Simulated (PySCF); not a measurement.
Compound: H8S2Si3.
Geometry (PBE0-D3(BJ)/def2-SVP, Å), atoms numbered from 1 in this order:
```xyz
13
H8S2Si3 angstrom
Si     2.4467    0.3107   -0.2702
S      0.7930   -0.1870   -1.5541
Si    -0.6097   -0.7283    0.0000
Si    -1.9004    1.1528    0.5112
S     -1.9514   -2.2360   -0.7135
H      2.0109    1.2475    0.8093
H      3.4616    0.9724   -1.1371
H      3.0280   -0.9110    0.3602
H      0.1903   -1.2102    1.1712
H     -2.9191    0.8535    1.5637
H     -2.5843    1.6076   -0.7357
H     -0.9845    2.2281    0.9993
H     -0.9792   -3.1309   -1.0011
```

Theory: PBE0-D3(BJ)/def2-SVP geometry optimisation, gas phase in PySCF 2.14.0.

Masses are those of the commonest isotopes; rigid-rotor values at the optimised geometry. The values belong to one conformer with, in the numbering `[SiH3:1][S:2][Si@@H:3]([SiH3:4])[SH:5]`, Si1–S2–Si3–Si4 94°, S2–Si3–S5–H 59°.

**Question.** Give the principal moments of inertia and the rotational constants in cm⁻¹.

**Answer.** Ia = 269.62, Ib = 535.00, Ic = 713.21 u·Å²; 505379 MHz·u·Å²/I gives 1874, 944.6 and 708.6 MHz, that is A = 0.06252, B = 0.03151, C = 0.02364 cm⁻¹.

**Question.** What kind of rotor is it?

**Answer.** An asymmetric top. Ray's parameter κ = (2B − A − C)/(A − C) = -0.595; −1 is the prolate and +1 the oblate limit.

**Question.** Is it planar, by Δ = Ic − Ia − Ib?

**Answer.** Not planar: Δ = Ic − Ia − Ib = -91.41 u·Å². For a rigid frame Δ = −2 Σ m c², so Σ m c² = 45.70 u·Å² lies off the ab plane: 10.29 from hydrogen and 35.41 from heavier atoms. The atom farthest from that plane is 1.84 Å away.

**Question.** Give the other two planar moments, Paa and Pbb, and the rms extents of the mass along the axes.

**Answer.** Paa = Σ m a² = (Ib + Ic − Ia)/2 = 489.30 and Pbb = Σ m b² = (Ia + Ic − Ib)/2 = 223.91 u·Å². With the mass M = 155.94 u, the rms extents √(P/M) along a, b and c are 1.77, 1.20, 0.54 Å.

**Question.** Where do the levels up to J = 5 lie, in K?

**Answer.** Above 0(0,0), as E/k:
J = 1: 1(0,1) 0.079, 1(1,1) 0.124, 1(1,0) 0.135
J = 2: 2(0,2) 0.236, 2(1,2) 0.271, 2(1,1) 0.305, 2(2,1) 0.439, 2(2,0) 0.441
J = 3: 3(0,3) 0.467, 3(1,3) 0.491, 3(1,2) 0.559, 3(2,2) 0.677, 3(2,1) 0.686, 3(3,1) 0.930, 3(3,0) 0.930
J = 4: 4(0,4) 0.768, 4(1,4) 0.783, 4(1,3) 0.895, 4(2,3) 0.993, 4(2,2) 1.019, 4(3,2) 1.250, 4(3,1) 1.252, 4(4,1) 1.599, 4(4,0) 1.600
J = 5: 5(0,5) 1.136, 5(1,5) 1.145, 5(1,4) 1.309, 5(2,4) 1.386, 5(2,3) 1.439, 5(3,3) 1.652, 5(3,2) 1.657, 5(4,2) 2.000, 5(4,1) 2.001, 5(5,1) 2.449, 5(5,0) 2.449
The levels of one J sum to (2J + 1)J(J + 1)(A + B + C)/3.

**Question.** Which types of transition are allowed, and where do some lines up to J = 4 fall?

**Answer.** The dipole components are |μa| = 0.83 D, |μb| = 0.14 D, |μc| = 1.27 D. Intensities carry the squares of the components, which stand as 0.43 : 0.01 : 1.00 (a : b : c). Some of the stronger lines:

```tsv
type	branch	J(Ka,Kc)	MHz	lower level (cm⁻¹)
a	Q	4(2,2) ← 4(2,3)	533	0.690
c	Q	1(1,1) ← 1(0,1)	930	0.055
a	R	1(0,1) ← 0(0,0)	1653	0.000
c	Q	4(2,3) ← 4(1,3)	2052	0.622
a	Q	4(1,3) ← 4(1,4)	2331	0.544
c	Q	2(2,1) ← 2(1,1)	2789	0.212
a	R	2(1,2) ← 1(1,1)	3070	0.086
a	R	3(1,3) ← 2(1,2)	4583	0.189
a	R	3(2,2) ← 2(2,1)	4960	0.305
a	R	3(2,1) ← 2(2,0)	5111	0.307
a	R	4(0,4) ← 3(0,3)	6270	0.325
c	R	2(2,0) ← 1(1,0)	6371	0.094
a	R	4(2,3) ← 3(2,2)	6582	0.471
c	R	3(1,2) ← 2(0,2)	6728	0.164
a	R	4(1,3) ← 3(1,2)	6992	0.389
c	Q	4(4,1) ← 4(3,1)	7246	0.870
c	R	3(2,2) ← 2(1,2)	8457	0.189
c	R	4(1,3) ← 3(0,3)	8912	0.325
c	R	4(2,2) ← 3(1,2)	9577	0.389
c	R	3(3,1) ← 2(2,1)	10222	0.305
c	R	4(3,2) ← 3(2,2)	11943	0.471
c	R	4(4,0) ← 3(3,0)	13952	0.646
c	R	4(4,1) ← 3(3,1)	13956	0.646
```

**Question.** Estimate the classical rotational partition function at 10 K, 25 K and 50 K.

**Answer.** Point group C1, symmetry number σ = 1; q = (√π/σ)·√((kT/h)³/(ABC)), k/h = 20836.6 MHz/K: 4760 at 10 K, 18800 at 25 K, 53200 at 50 K.

Not checked by PBE0-D3(BJ)/def2-SVP frequencies. Zero-point vibration and centrifugal distortion are left out. A rigid rotor knows nothing of internal rotation, which can split or shift real lines.
